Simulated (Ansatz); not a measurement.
The first iterations of a band of BFH2O + H2O (8 atoms, charge 0, multiplicity 1).

These are results of RKS r2SCAN-D4/def2-SVP (Ansatz 0.2.0), not measurements.

* movable images: 1
* climbing image: no
* spring: 5.0 eV/Å²
* optimiser: quadratic models (default)
* start path: through a guess of the saddle point
* force threshold: 0.03 eV/Å
* iteration limit: 60
* end points: relaxed

Initial state:

```xyz
8
Properties=species:S:1:pos:R:3
B -0.124 -0.168 -0.052
F -0.205 -0.879 1.103
O 1.086 -0.150 -0.697
H 1.758 -0.613 -0.178
H -1.125 0.093 -0.664
O -0.021 1.694 0.950
H 0.871 1.967 0.688
H 0.072 1.401 1.869
```

Final state:

```xyz
8
Properties=species:S:1:pos:R:3
B 0.210 0.418 -0.257
F -0.559 -0.224 2.407
O 1.465 0.033 -0.597
H 1.485 -0.763 -1.141
H -0.793 -0.134 -0.629
O 0.073 1.525 0.546
H 0.938 1.907 0.761
H -0.507 0.581 1.928
```

| iteration | highest image above the first end (eV) | largest band force component (eV/Å) |
| --- | --- | --- |
| 1 | 5.829 | 8.968 |
| 2 | 3.008 | 3.522 |
| 3 | 1.991 | 2.254 |
| 4 | 1.216 | 1.024 |
| 5 | 0.885 | 1.025 |

Q: Does the band converge within its limit, and where does its top end?

A: The forces met the threshold. It ended after 15 iterations with the highest image 0.177 eV above the first end. No image climbed, so the highest image needn't sit at the top of the path. A band with more images between the same ends climbed to 0.77 eV, so this one has probably stepped over the top. So few images can step over the top or miss a turn of the path. The orbitals stay closed-shell, which can raise the energy where a bond breaks towards radicals; this wasn't checked here.

Time of the run: 10 s on 2 threads of AMD EPYC 9R45 96-Core Processor (Zen 5), with other jobs on the host, peak memory 0.17 GiB.
